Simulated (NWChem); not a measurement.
TaSF₃; SMILES [F][Ta](=[S])([F])[F]

```xyz
5

Ta     0.0000     0.0000    -0.0858
S      0.0000     0.0000     2.0630
F      0.4903     1.7106    -0.6483
F     -1.7266    -0.4307    -0.6483
F      1.2363    -1.2800    -0.6483
```
Atoms are numbered in this order, from 1.

Level: PBE0/def2-SVP with def2 effective core potentials on Ta (NWChem), optimised geometry, unscaled harmonic frequencies. def2 effective core potentials on Ta; no spin-orbit coupling.

Task: List the harmonic frequencies with IR intensities, and the thermochemistry.

Result: 
```
frequency (cm⁻¹)  IR intensity (km/mol)
----------------  ---------------------
158                                11.7
158                                11.7
193                                 0.4
193                                 0.4
195                                 7.1
566                                56.4
707                                87.6
713                               118.8
713                               118.8
```

```yaml
zero_point_energy: 5.1 kcal/mol
thermal correction to the enthalpy at 298.15 K (with zero-point energy): 9.7 kcal/mol
heat capacity Cv: 18.8 cal/(mol K)
entropy at 298.15 K and 1 atm (symmetry number 3): 81.3 cal/(mol K)
```

Rigid rotor and harmonic oscillator.
